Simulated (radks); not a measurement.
P2+, configuration [Ne] 3s2 3p1. Calculated with a radial shooting solver on a logarithmic mesh with Libxc functionals: scalar-relativistic Kohn-Sham, r2SCAN, spin-polarised, spherical densities, finite nucleus; open shells are filled with parallel spins first; meta-GGA in the generalised Kohn-Sham scheme; Fermi nuclear charge, rms radius 3.1889 fm.

Normalised radial functions P(r) = r R(r), r in bohr:

r,3s down,3p down
0.006853,0.0617,0.0015
0.007726,0.0686,0.0019
0.008711,0.0761,0.0024
0.009822,0.0843,0.0030
0.01107,0.0931,0.0038
0.01259,0.1033,0.0048
0.01419,0.1134,0.0060
0.016,0.1242,0.0075
0.01804,0.1354,0.0094
0.02034,0.1470,0.0117
0.02293,0.1588,0.0146
0.02586,0.1705,0.0182
0.02916,0.1818,0.0225
0.03287,0.1923,0.0278
0.03706,0.2014,0.0342
0.04179,0.2087,0.0420
0.04712,0.2133,0.0513
0.05312,0.2145,0.0624
0.0599,0.2114,0.0754
0.06753,0.2029,0.0907
0.07614,0.1883,0.1084
0.08585,0.1664,0.1285
0.0968,0.1367,0.1510
0.1091,0.0987,0.1759
0.1231,0.0523,0.2027
0.1387,-0.0022,0.2309
0.1577,-0.0679,0.2617
0.1778,-0.1344,0.2897
0.2005,-0.2024,0.3153
0.226,-0.2679,0.3363
0.2548,-0.3259,0.3505
0.2873,-0.3710,0.3554
0.324,-0.3974,0.3480
0.3653,-0.3998,0.3258
0.4118,-0.3737,0.2869
0.4643,-0.3165,0.2297
0.5236,-0.2278,0.1541
0.5903,-0.1100,0.0612
0.6656,0.0311,-0.0465
0.7504,0.1870,-0.1647
0.8461,0.3484,-0.2893
0.954,0.5058,-0.4156
1.076,0.6457,-0.5355
1.213,0.7546,-0.6393
1.367,0.8206,-0.7168
1.542,0.8378,-0.7605
1.738,0.8066,-0.7678
1.976,0.7263,-0.7346
2.228,0.6184,-0.6680
2.511,0.4939,-0.5745
2.832,0.3681,-0.4647
3.193,0.2546,-0.3512
3.6,0.1623,-0.2457
4.059,0.0946,-0.1581
4.576,0.0499,-0.0929
5.16,0.0236,-0.0497
5.818,0.0099,-0.0243
6.559,0.0036,-0.0108

3s down: eigenvalue -33.309 eV, 2 radial nodes at r = 0.138, 0.649 bohr, <r> = 1.75 bohr, 90 % of the charge inside 2.61 bohr. 3p down (empty): eigenvalue -23.182 eV, 1 radial node at r = 0.633 bohr, <r> = 1.96 bohr, 90 % of the charge inside 2.97 bohr.
